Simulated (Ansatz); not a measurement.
Si₁₇OH₂₂⁺, a nanocrystal with a defect cut from the lattice of silicon (double-bonded O in place of two caps). Total charge 1; doublet. Geometry r2SCAN-D4/def2-SVP, that of the neutral singlet; atoms count from 1.

```xyz
40

Si   -2.0924   -2.4154    3.0007
Si    1.4837   -2.7438    0.4799
Si   -1.3456    1.9023   -3.4417
Si    1.6090   -0.4971   -2.5300
Si   -1.5329   -0.3803   -0.3118
Si    0.6435    0.3532    2.7500
Si    0.8639    2.6140   -0.3714
Si    3.7686    0.2790    0.5662
Si   -3.0596   -1.5587    1.0349
Si   -2.7506    0.5958   -2.0709
Si    0.1429   -1.7725   -1.1908
Si   -0.8622   -0.7782    4.1572
Si    2.3220   -1.0428    1.8725
Si    0.3648    0.4995   -4.2675
Si   -0.3564    3.5909   -2.1276
Si    2.5575    1.2193   -1.2205
Si   -0.5613    1.3255    0.9798
O     0.6318    0.2650   -5.7763
H    -3.1805   -2.9310    3.8933
H    -1.1976   -3.5634    2.6578
H     2.6440   -3.4139   -0.1926
H     0.7347   -3.7774    1.2594
H    -2.1023    2.4906   -4.5929
H     2.6825   -1.3727   -3.1006
H     1.3229    1.4412    3.5314
H     1.5052    3.6887    0.4578
H     4.8827   -0.5648    0.0259
H     4.3595    1.3746    1.4005
H    -3.6832   -2.6668    0.2424
H    -4.1414   -0.5946    1.4194
H    -3.3966   -0.4762   -2.8941
H    -3.8288    1.4631   -1.4947
H    -0.4947   -2.8310   -2.0420
H    -0.1319   -1.4114    5.3020
H    -1.8211    0.2308    4.7134
H     3.0920   -1.6577    3.0049
H     0.5514    4.4194   -2.9838
H    -1.4288    4.4788   -1.5729
H     3.4689    2.0313   -2.0938
H    -1.6633    2.1867    1.5264
```

Single mean-field runs in def2-TZVP are fitted with def2-universal-jkfit.

(1) Estimate the Mulliken populations of the heavy atoms from the PBE0/def2-TZVP orbitals of Ansatz.

(2) Where does the spin sit?

(3) And the Mayer bond orders between heavy atoms (over 0.3)?

Answers

(1) 
| atom | charge (e) | spin (α − β) |
| --- | --- | --- |
| Si1 | -0.01 | 0.00 |
| Si2 | -0.03 | 0.03 |
| Si3 | -0.02 | 0.16 |
| Si4 | -0.02 | 0.18 |
| Si5 | -0.07 | 0.00 |
| Si6 | -0.03 | 0.00 |
| Si7 | -0.02 | 0.00 |
| Si8 | -0.01 | 0.03 |
| Si9 | -0.01 | 0.00 |
| Si10 | -0.02 | 0.01 |
| Si11 | -0.01 | 0.03 |
| Si12 | -0.01 | 0.00 |
| Si13 | -0.01 | 0.00 |
| Si14 | 0.54 | -0.03 |
| Si15 | -0.02 | 0.01 |
| Si16 | -0.03 | 0.03 |
| Si17 | -0.02 | 0.00 |
| O18 | -0.29 | 0.48 |
Mulliken values depend strongly on the basis.

(2) Summed by element: Si 0.45, O 0.48, H 0.07, of 1 unpaired in all. Largest on single atoms: O18 0.48, Si4 0.18, Si3 0.16.

(3) Si1–Si9 0.94 (2.35 Å); Si1–Si12 0.95 (2.35 Å); Si2–Si11 0.89 (2.35 Å); Si2–Si13 0.94 (2.35 Å); Si3–Si10 0.91 (2.36 Å); Si3–Si14 0.82 (2.36 Å); Si3–Si15 0.91 (2.36 Å); Si4–Si11 0.90 (2.36 Å); Si4–Si14 0.79 (2.36 Å); Si4–Si16 0.91 (2.36 Å); Si5–Si9 0.93 (2.35 Å); Si5–Si10 0.92 (2.35 Å); Si5–Si11 0.91 (2.35 Å); Si5–Si17 0.91 (2.35 Å); Si6–Si12 0.94 (2.35 Å); Si6–Si13 0.93 (2.35 Å); Si6–Si17 0.92 (2.35 Å); Si7–Si15 0.94 (2.35 Å); Si7–Si16 0.93 (2.35 Å); Si7–Si17 0.93 (2.35 Å); Si8–Si13 0.94 (2.36 Å); Si8–Si16 0.90 (2.35 Å); Si14–O18 1.97 (1.55 Å).
